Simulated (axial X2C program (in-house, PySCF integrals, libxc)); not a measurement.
Worked dissociation energy of SiGe⁺: MP2, scalar-relativistic

Calculated with an in-house all-electron X2C program for linear molecules (integrals from PySCF). Spin-free means the one-electron spin-free X2C Hamiltonian. Basis: Ge dyall-cv3z [9s9p7d4f1g], Si dyall-v3z [8s7p2d1f] (cores contracted in-house); Gaussian nuclei, density fitting, unrestricted open shells. Masses: Ge 73.921 u, Si 27.977 u.

Molecular state: M_S = 3/2, Λ = 0 (beyond evenly filled blocks: σα, π+α, π-α).

Correlated methods: 7 electrons correlated (number of frozen shells: Ge 3 s, 2 p, 1 d; Si 2 s, 1 p), 207 virtual spin orbitals or spinors in MP2.

```
E(Ge+) (2M_S = 1, M_L = 0) : -2096.883652 hartree
E(Si) (2M_S = 2, M_L = 0)  : -289.520026 hartree
E(SiGe⁺) at Re             : -2386.514302 hartree
ωe                         : 385.0 cm⁻¹
ωexe                       : 1.45 cm⁻¹
```

Question: Work out De and D0.

Answer: De = -2096.883652 + (-289.520026) − (-2386.514302) = 0.11062 hartree = 3.010 eV. The zero-point energy is ωe/2 − ωexe/4 = 192 cm⁻¹ = 0.024 eV, so D0 = 2.986 eV.

The state is a single determinant with fixed occupations, the lowest that a limited PBE0 search found. Dissociation energies refer to the lowest single-determinant-based atoms at the same level and basis. Other states lie close and PBE0, whose exact exchange favours high spin, may order them wrongly; the determinant shown need not be the ground state. The nearest other spin-free determinant of the search, M_S = 1/2, Λ = 0, lies 0.37 eV up at the distance of the search. With the outer-core shells frozen, correlated bond lengths of heavy atoms tend to come out a few hundredths of an ångström too long. Spin-free De lacks the spin–orbit lowering of the heavy p-block atom, a tenth of an eV or more for 4p and 5p, up to an eV for 6p and one to two eV for 7p atoms, less what an open-shell molecule gains itself.

Each atomic determinant is the lowest at this level and need not be a pure term. Totals compare only within one Hamiltonian and basis.
